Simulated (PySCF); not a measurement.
Gas-phase reaction: 6 GeH2F2 = Ge2H6 + 4 GeHF3 + H2

Method: PySCF energies plus ideal-gas RRHO corrections (1 bar). † marks an energy on the PBE0/def2-TZVP geometry and frequencies; other levels use their own. MP2 and CCSD(T) freeze the core. 6-31G* has spherical d functions here. All species are closed-shell singlets. B3LYP is the form with VWN-RPA correlation. Ge: all electrons, no relativistic terms. GeH2F2, GeHF3: computed as isolated molecules; such fragments, hydroxides, amides, oligomers or adducts are transient or little studied in the gas. MP2 isn't extrapolated to the basis-set limit; its ΔH°(298 K) is -52.7 kJ in def2-SVP and -62.7 kJ in def2-TZVPP. CCSD(T) isn't extrapolated to the basis-set limit; its ΔH°(298 K) is -45.0 kJ in def2-SVP and -59.8 kJ in def2-TZVPP. The harmonic model lacks anharmonicity and excited electronic states, which grow with temperature; levels with a mode under 35 cm⁻¹ are left out. Internal rotation in Ge2H6 is treated as a harmonic vibration of one conformer, which makes the entropy rough.

```tsv
level	ΔE electronic, kJ	ΔH°(298 K), kJ	ΔS°(298 K), J/K	ΔG°(1800 K), kJ
B3LYP/6-31G*	-51	-58	-52	-1
BLYP/def2-TZVP†	-20	-28	-55	35
CCSD(T)/def2-TZVPP†	-52	-60	-55	3
HF/def2-TZVP†	-9	-17	-55	46
MP2/def2-TZVPP†	-55	-63	-55	0
PBE/def2-SVP	-39	-46	-51	9
PBE/def2-TZVP†	-40	-48	-55	15
PBE0/def2-QZVP†	-38	-46	-55	17
r2SCAN/def2-TZVP†	-52	-59	-55	3
LDA/def2-TZVP†	-56	-64	-55	-1
ωB97X-V/def2-TZVP†	-34	-42	-55	20
```
ΔH° is lowest at LDA/def2-TZVP† and highest at HF/def2-TZVP†. No reference value is set beside these.
